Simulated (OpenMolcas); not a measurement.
Pt2+ (d8) among equal point charges was computed by CASSCF with the d shell active (OpenMolcas, ANO-RCC-VDZP on the metal). Its lowest spin-free states, and all those of the highest spin:

```tsv
2S+1	Degeneracy	E (cm-1)
3	1	0.0
3	2	1407
1	1	4034
3	1	5158
3	2	8391
1	1	8568
3	1	11671
1	2	13805
1	1	14222
1	1	15024
3	1	19409
1	1	19716
3	2	29434
```

Is the site octahedral, tetrahedral or cube-like, axial, or of lower symmetry?

The states with 2S+1 = 3 have orbital degeneracies 1, 2, 1, 2, 1, 1, 2. There are pairs but no triples, so the site is axial: not cubic, but with a proper or improper axis of order three or more. The run had Pt2+ among 4 point charges of -1.62 e arranged as a square (D4h), 2.22 Å from the ion.

Spin-orbit coupling mixes the spin-free states strongly: the lowest level takes only 43 % from its leading state, 3A2. Without dynamic correlation the repulsion within the d shell is too large (B by tens of per cent), so at a given field states of lower spin stand too high. This shell can be high or low spin here, a state of another spin lies low, and with metal d orbitals alone active their balance is uncertain, so the ground spin may be wrong. Point charges give a weaker field than real ligands, and real ions of this kind are as a rule low spin; the high spin found here belongs to the model. Point charges carry no covalency, so the field is a model and not that of real ligands. No measured value stands beside these numbers.
